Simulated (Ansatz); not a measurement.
`CB[TeH]` + `[CH3][GeH]([OH])[BH]O` → `[CH3][GeH]([OH])[TeH]` + `CBBO`  (redistribution)

Computed with Ansatz on PBE0-D4/def2-TZVP structures; ΔE is electronic, products minus reactants. CCSD(T)/CBS adds triple-zeta CCSD(T) − MP2 to the extrapolated MP2 energy (def2 sets, frozen cores). Functionals use def2-TZVPP. B3LYP here is the variant with VWN-RPA as its local correlation; programs differ in this. Elements past krypton have def2 core potentials. For Ge, Te outer-core shells are correlated without core-valence functions, which leaves a few kJ/mol of doubt a bond. Scalar relativity is left out up to krypton. Each species was taken in one conformer, which may not be the lowest.

`CB[TeH]`:

Cartesian coordinates in Å:
```
C -0.423 0.494 -0.703
B 0.292 -0.752 -0.110
Te 0.972 -0.948 1.888
H 0.151 0.862 -1.563
H -1.394 0.192 -1.117
H -0.582 1.322 -0.012
H 0.515 -1.724 -0.773
H 0.471 0.554 2.389
```

`[CH3][GeH]([OH])[BH]O`:

Cartesian coordinates in Å:
```
C -1.585 0.047 0.611
Ge 0.360 -0.101 0.617
O 0.629 -1.860 0.881
B 1.271 0.472 -1.174
O 0.614 1.125 -2.155
H -2.009 -0.513 -0.224
H -1.902 1.091 0.538
H -1.984 -0.366 1.539
H 0.935 0.664 1.839
H 1.559 -2.091 0.902
H 2.422 0.222 -1.407
H -0.310 1.309 -1.965
```

`[CH3][GeH]([OH])[TeH]`:

Cartesian coordinates in Å:
```
C -0.061 1.343 -0.594
Ge -0.222 -0.567 -0.316
O 1.457 -1.163 -0.384
Te -1.296 -1.190 1.928
H 0.517 1.782 0.219
H -1.048 1.804 -0.625
H 0.457 1.524 -1.537
H -1.085 -1.286 -1.375
H 1.538 -2.061 -0.054
H -0.256 -0.186 2.738
```

`CBBO`:

Cartesian coordinates in Å:
```
C 0.942 0.792 0.842
B -0.103 -0.330 0.554
B -0.471 -0.928 -0.973
O -1.411 -0.488 -1.850
H 1.520 0.633 1.756
H 1.613 1.051 0.021
H 0.330 1.687 1.048
H -0.661 -0.803 1.514
H 0.163 -1.876 -1.377
H -1.922 0.261 -1.535
```

| level | ΔE (kJ/mol) | difference from CCSD(T)/CBS |
| --- | --- | --- |
| PBE-D4 | 10.5 | -2.6 |
| r2SCAN-D4 | 8.2 | -4.9 |
| PBE0-D4 | 6.6 | -6.5 |
| B3LYP-D4 | 3.4 | -9.7 |
| ωB97X-V | 5.0 | -8.1 |
| ωB97M-V | 6.0 | -7.1 |
| B2PLYP | 7.8 | -5.3 |
| PBE | 10.5 | -2.6 |
| r2SCAN | 8.2 | -4.9 |
| PBE0 | 6.6 | -6.5 |
| B3LYP | 3.3 | -9.8 |
| HF/def2-TZVPP | -7.8 | -20.9 |
| MP2/def2-TZVPP | 15.2 | 2.1 |
| SCS-MP2/def2-TZVPP | 12.5 | -0.6 |
| CCSD/def2-TZVPP | 12.7 | -0.4 |
| CCSD(T)/def2-TZVPP | 16.7 | 3.6 |
| HF/def2-QZVPP | -8.8 | -21.9 |
| MP2/def2-QZVPP | 12.8 | -0.3 |
| SCS-MP2/def2-QZVPP | 9.9 | -3.2 |
| HF/CBS(def2) | -9.0 | -22.1 |
| MP2/CBS(def2) | 11.6 | -1.5 |
| CCSD/CBS(def2) | 9.1 | -4.0 |
| CCSD(T)/CBS | 13.1 | 0 |

Largest T1 diagnostic among the species: 0.013.

From PBE to PBE0 (25 % exact exchange), in def2-TZVPP and without D4, ΔE moves by −3.8 kJ/mol. In def2-TZVPP, CCSD(T) changes the Hartree–Fock value by +24.5 kJ/mol (the triples alone add +4.0 kJ/mol) and MP2 by +23.0 kJ/mol.
